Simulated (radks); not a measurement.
Radial electron density D(r) = 4 pi r^2 rho(r) of an atom or ion with 57 electrons. Calculated with a radial shooting solver on a logarithmic mesh with Libxc functionals: scalar-relativistic Kohn-Sham, LDA (Slater exchange, Perdew-Wang correlation), spin-polarised, spherical densities, finite nucleus; Fermi nuclear charge, rms radius of each element as measured or else 0.836 A^(1/3) + 0.57 fm.

| r (bohr) | D(r) (e/bohr) | spin D(r) |
|---|---|---|
| 0.002255 | 11.06 | -0.00000915 |
| 0.002604 | 13.77 | -0.0000114 |
| 0.002983 | 16.83 | -0.0000138 |
| 0.003445 | 20.66 | -0.0000169 |
| 0.003947 | 24.88 | -0.0000203 |
| 0.004559 | 30.02 | -0.0000243 |
| 0.005223 | 35.48 | -0.0000286 |
| 0.006032 | 41.82 | -0.0000334 |
| 0.00691 | 48.20 | -0.0000382 |
| 0.007981 | 55.13 | -0.0000434 |
| 0.009143 | 61.53 | -0.0000482 |
| 0.01056 | 67.70 | -0.0000530 |
| 0.0121 | 72.53 | -0.0000574 |
| 0.01397 | 76.10 | -0.0000624 |
| 0.01601 | 77.68 | -0.0000684 |
| 0.01834 | 77.43 | -0.0000781 |
| 0.02118 | 75.41 | -0.0000967 |
| 0.02426 | 72.54 | -0.000129 |
| 0.02802 | 69.64 | -0.000189 |
| 0.03211 | 68.38 | -0.000287 |
| 0.03708 | 69.94 | -0.000458 |
| 0.04248 | 74.79 | -0.000713 |
| 0.04906 | 82.98 | -0.00112 |
| 0.05621 | 91.87 | -0.00168 |
| 0.06491 | 99.54 | -0.00247 |
| 0.07437 | 102.4 | -0.00333 |
| 0.08589 | 99.13 | -0.00404 |
| 0.0984 | 91.22 | -0.00367 |
| 0.1136 | 81.56 | -0.000207 |
| 0.1302 | 75.85 | 0.00953 |
| 0.1504 | 76.53 | 0.0333 |
| 0.1723 | 82.30 | 0.0780 |
| 0.1989 | 88.04 | 0.163 |
| 0.2279 | 86.75 | 0.293 |
| 0.2632 | 75.23 | 0.501 |
| 0.3016 | 58.11 | 0.773 |
| 0.3455 | 42.24 | 1.12 |
| 0.399 | 33.56 | 1.54 |
| 0.4572 | 33.79 | 1.95 |
| 0.528 | 37.63 | 2.33 |
| 0.6049 | 38.57 | 2.57 |
| 0.6986 | 33.95 | 2.65 |
| 0.8003 | 26.15 | 2.56 |
| 0.9243 | 18.13 | 2.33 |
| 1.059 | 13.04 | 2.02 |
| 1.223 | 10.28 | 1.64 |
| 1.401 | 8.854 | 1.26 |
| 1.618 | 7.356 | 0.880 |
| 1.854 | 5.589 | 0.579 |
| 2.141 | 3.623 | 0.342 |
| 2.453 | 2.069 | 0.194 |
| 2.833 | 0.9634 | 0.101 |
| 3.246 | 0.3944 | 0.0516 |
| 3.748 | 0.1268 | 0.0236 |
| 4.294 | 0.03641 | 0.0102 |
| 4.959 | 0.008212 | 0.00357 |
| 5.682 | 0.001772 | 0.00110 |

What is the nuclear charge?

Answer. Z = 59. The innermost maximum, from 1s, lies near gamma/Z bohr with gamma = sqrt(1 - (Z/c)^2) = 0.903, here 0.0153 bohr (found: 0.0168), and its height grows with Z. The density is that of the praseodymium ion Pr2+ in [Xe] 4f3; the configuration itself is not fixed sharply by these data, and Z only to a few units. D(r) has 4 maxima, at r = 0.0168, 0.0744, 0.209, 0.581 bohr, and minima at 0.0324, 0.138, 0.422 bohr, inside which lie 1.96, 11.15, 29.04 electrons.
